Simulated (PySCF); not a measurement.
CH8AlNO2Si (SMILES C[N]([SiH3])[Al]([OH])[OH]), singlet, geometry from GFN2-xTB (such geometries of metal compounds can be far from the true shape), atoms displaced at random by about 0.03 Å a coordinate; PBE0/STO-3G, gradient by finite differences (PySCF).

The PySCF input:
```python
from pyscf import gto, scf, dft

mol = gto.Mole()
mol.atom = '''
    Si   -1.713586   -0.457117    1.080147
    N    -0.767257    0.181224   -0.085661
    C    -1.373931    0.954273   -1.102193
    Al    1.053224   -0.006340   -0.270177
    O     1.911724   -0.919246    0.821404
    O     1.822228    0.718227   -1.473579
    H    -2.398391    0.656064    1.840130
    H    -0.934467   -1.257612    1.989977
    H    -2.783786   -1.325800    0.509351
    H    -0.647774    1.300795   -1.919701
    H    -2.153183    0.448048   -1.632060
    H    -1.858519    1.922460   -0.605940
    H     2.005600   -1.440851    1.675276
    H     2.530754    0.905743   -2.090394
'''
mol.basis = 'sto-3g'
mol.charge = 0
mol.spin = 0
mol.verbose = 4
mol.build()

mf = dft.RKS(mol)
mf.xc = 'pbe0'
mf.conv_tol = 1e-11
mf.kernel()
scan, done = mf.as_scanner(), []
scan.scf_summary = {}
def energy(d):
    c = mol.atom_coords()
    c[12, 1] += d
    e = scan(mol.set_geom_(c, unit='Bohr', inplace=False))
    done.append(scan.converged)
    return e
h = 0.2
fd = (energy(h) - energy(-h)) / (2 * h)
print('dE/dx =', fd)
```

Question: Predict the main parts of the log of this PySCF run.

Answer: 
```
PySCF version 2.14.0

[INPUT] verbose = 4
[INPUT] num. atoms = 14
[INPUT] num. electrons = 64
[INPUT] charge = 0
[INPUT] spin (= nelec alpha-beta = 2S) = 0
[INPUT] symmetry False subgroup None
[INPUT] Mole.unit = angstrom
[INPUT] Symbol           X                Y                Z      unit          X                Y                Z       unit  Magmom
[...]
nuclear repulsion = 373.200086684778
number of shells = 30
number of NR pGTOs = 138
number of NR cGTOs = 46
basis = sto-3g
ecp = {}

******** <class 'pyscf.dft.rks.RKS'> ********
method = RKS
initial guess = minao
damping factor = 0
level_shift factor = 0
DIIS = <class 'pyscf.scf.diis.CDIIS'>
diis_start_cycle = 1
diis_space = 8
diis_damp = 0
SCF conv_tol = 1e-11
SCF conv_tol_grad = None
SCF max_cycles = 50
direct_scf = True
direct_scf_tol = 1e-13
XC library pyscf.dft.libxc version 7.1.2
    S. Lehtola, C. Steigemann, M. J. T. Oliveira, and M. A. L. Marques,  SoftwareX 7, 1–5 (2018)
XC functionals = pbe0
    C. Adamo and V. Barone,  J. Chem. Phys. 110, 6158 (1999)
    M. Ernzerhof and G. E. Scuseria,  J. Chem. Phys. 110, 5029 (1999)
radial grids:
    Treutler-Ahlrichs [JCP 102, 346 (1995); DOI:10.1063/1.469408] (M4) radial grids

becke partition: Becke, JCP 88, 2547 (1988); DOI:10.1063/1.454033
pruning grids: <function nwchem_prune>
grids dens level: 3
symmetrized grids: False
atomic radii adjust function: <function treutler_atomic_radii_adjust>
small_rho_cutoff = 0
Set gradient conv threshold to 3.16228e-06
Initial guess from minao.
tot grids = 173008
init E= -770.315779411502
[...]
cycle= 1 E= -769.735131097219  delta_E= 0.581  |g|= 0.911  |ddm|= 4.57
[...]
cycle= 2 E= -769.764685382865  delta_E= -0.0296  |g|= 0.907  |ddm|= 2.51
[...]
cycle= 3 E= -770.021744299025  delta_E= -0.257  |g|= 0.0444  |ddm|=  1.3
[...]
cycle= 4 E= -770.02246877658  delta_E= -0.000724  |g|= 0.015  |ddm|= 0.095
[...]
cycle= 5 E= -770.022535379596  delta_E= -6.66e-05  |g|= 0.00547  |ddm|= 0.0281
[...]
cycle= 6 E= -770.022545269803  delta_E= -9.89e-06  |g|= 0.000508  |ddm|= 0.00855
[...]
cycle= 7 E= -770.022545333747  delta_E= -6.39e-08  |g|= 0.000282  |ddm|= 0.00117
[...]
cycle= 8 E= -770.022545359327  delta_E= -2.56e-08  |g|= 5.27e-05  |ddm|= 0.000477
[...]
cycle= 9 E= -770.022545360237  delta_E= -9.1e-10  |g|= 1.4e-05  |ddm|= 9.62e-05
[...]
cycle= 10 E= -770.022545360298  delta_E= -6.18e-11  |g|= 2.84e-06  |ddm|= 2.33e-05
[...]
cycle= 11 E= -770.022545360303  delta_E= -4.77e-12  |g|= 4.67e-07  |ddm|= 4.77e-06
[...]
Extra cycle  E= -770.022545360302  delta_E= 1.36e-12  |g|= 3.48e-07  |ddm|= 1.3e-06
converged SCF energy = -770.022545360302
Create scanner for <class 'pyscf.dft.rks.RKS'>

WARN: Mole.unit (angstrom) is changed to Bohr

New geometry
   1 Si    -1.713586000000  -0.457117000000   1.080147000000 AA   -3.238208230889  -0.863825936883   2.041182004271 Bohr
   2 N     -0.767257000000   0.181224000000  -0.085661000000 AA   -1.449905597155   0.342463727198  -0.161875829556 Bohr
   3 C     -1.373931000000   0.954273000000  -1.102193000000 AA   -2.596353304050   1.803314618067  -2.082842906413 Bohr
   4 Al     1.053224000000  -0.006340000000  -0.270177000000 AA    1.990304907819  -0.011980863630  -0.510560535157 Bohr
   5 O      1.911724000000  -0.919246000000   0.821404000000 AA    3.612634785758  -1.737123181102   1.552228597622 Bohr
   6 O      1.822228000000   0.718227000000  -1.473579000000 AA    3.443511856514   1.357252325268  -2.784660732910 Bohr
   7 H     -2.398391000000   0.656064000000   1.840130000000 AA   -4.532302129622   1.239781280187   3.477341733596 Bohr
   8 H     -0.934467000000  -1.257612000000   1.989977000000 AA   -1.765886702444  -2.376542250967   3.760511524184 Bohr
   9 H     -2.783786000000  -1.325800000000   0.509351000000 AA   -5.260593129398  -2.505398895948   0.962533891273 Bohr
  10 H     -0.647774000000   1.300795000000  -1.919701000000 AA   -1.224115450614   2.458146294204  -3.627709131054 Bohr
[...]
[...]
cycle= 9 E= -770.022793318909  delta_E= -9.09e-13  |g|= 1.77e-07  |ddm|= 1.84e-06
[...]
Extra cycle  E= -770.022793318909  delta_E=    0  |g|= 1.29e-07  |ddm|= 4.9e-07
converged SCF energy = -770.022793318909

WARN: Mole.unit (angstrom) is changed to Bohr

New geometry
   1 Si    -1.713586000000  -0.457117000000   1.080147000000 AA   -3.238208230889  -0.863825936883   2.041182004271 Bohr
   2 N     -0.767257000000   0.181224000000  -0.085661000000 AA   -1.449905597155   0.342463727198  -0.161875829556 Bohr
   3 C     -1.373931000000   0.954273000000  -1.102193000000 AA   -2.596353304050   1.803314618067  -2.082842906413 Bohr
   4 Al     1.053224000000  -0.006340000000  -0.270177000000 AA    1.990304907819  -0.011980863630  -0.510560535157 Bohr
   5 O      1.911724000000  -0.919246000000   0.821404000000 AA    3.612634785758  -1.737123181102   1.552228597622 Bohr
   6 O      1.822228000000   0.718227000000  -1.473579000000 AA    3.443511856514   1.357252325268  -2.784660732910 Bohr
   7 H     -2.398391000000   0.656064000000   1.840130000000 AA   -4.532302129622   1.239781280187   3.477341733596 Bohr
   8 H     -0.934467000000  -1.257612000000   1.989977000000 AA   -1.765886702444  -2.376542250967   3.760511524184 Bohr
   9 H     -2.783786000000  -1.325800000000   0.509351000000 AA   -5.260593129398  -2.505398895948   0.962533891273 Bohr
  10 H     -0.647774000000   1.300795000000  -1.919701000000 AA   -1.224115450614   2.458146294204  -3.627709131054 Bohr
  11 H     -2.153183000000   0.448048000000  -1.632060000000 AA   -4.068926166069   0.846688010659  -3.084146418858 Bohr
  12 H     -1.858519000000   1.922460000000  -0.605940000000 AA   -3.512091907301   3.632922885431  -1.145060647919 Bohr
  13 H      2.005600000000  -1.546686442184   1.675276000000 AA    3.790034715428  -2.922813776306   3.165812823057 Bohr
  14 H      2.530754000000   0.905743000000  -2.090394000000 AA    4.782431948648   1.711606209242  -3.950272152434 Bohr

******** <class 'pyscf.scf.hf.RKS_Scanner'> ********
method = RKS_Scanner
initial guess = minao
damping factor = 0
level_shift factor = 0
DIIS = <class 'pyscf.scf.diis.CDIIS'>
diis_start_cycle = 1
diis_space = 8
diis_damp = 0
SCF conv_tol = 1e-11
SCF conv_tol_grad = None
SCF max_cycles = 50
direct_scf = True
direct_scf_tol = 1e-13
XC library pyscf.dft.libxc version 7.1.2
    S. Lehtola, C. Steigemann, M. J. T. Oliveira, and M. A. L. Marques,  SoftwareX 7, 1–5 (2018)
XC functionals = pbe0
    C. Adamo and V. Barone,  J. Chem. Phys. 110, 6158 (1999)
    M. Ernzerhof and G. E. Scuseria,  J. Chem. Phys. 110, 5029 (1999)
radial grids:
    Treutler-Ahlrichs [JCP 102, 346 (1995); DOI:10.1063/1.469408] (M4) radial grids

becke partition: Becke, JCP 88, 2547 (1988); DOI:10.1063/1.454033
pruning grids: <function nwchem_prune>
grids dens level: 3
symmetrized grids: False
atomic radii adjust function: <function treutler_atomic_radii_adjust>
small_rho_cutoff = 0
Set gradient conv threshold to 3.16228e-06
tot grids = 173008
init E= -769.979601287417
[...]
cycle= 1 E= -770.016000163711  delta_E= -0.0364  |g|= 0.0355  |ddm|= 0.353
[...]
cycle= 2 E= -770.016362413225  delta_E= -0.000362  |g|= 0.032  |ddm|= 0.133
[...]
cycle= 3 E= -770.016724395217  delta_E= -0.000362  |g|= 0.00631  |ddm|= 0.058
[...]
cycle= 4 E= -770.016737764884  delta_E= -1.34e-05  |g|= 0.00158  |ddm|= 0.0111
[...]
cycle= 5 E= -770.016738481123  delta_E= -7.16e-07  |g|= 0.000608  |ddm|= 0.00299
[...]
cycle= 6 E= -770.016738595984  delta_E= -1.15e-07  |g|= 0.000109  |ddm|= 0.00102
[...]
cycle= 7 E= -770.016738599959  delta_E= -3.97e-09  |g|= 2.97e-05  |ddm|= 0.000209
[...]
cycle= 8 E= -770.016738600261  delta_E= -3.02e-10  |g|= 3.56e-06  |ddm|= 4.85e-05
[...]
cycle= 9 E= -770.016738600265  delta_E= -3.64e-12  |g|= 3.73e-07  |ddm|= 5.98e-06
[...]
Extra cycle  E= -770.016738600265  delta_E= 2.27e-13  |g|= 2.02e-07  |ddm|= 1.22e-06
converged SCF energy = -770.016738600265
dE/dx = -0.015136796611159298
```
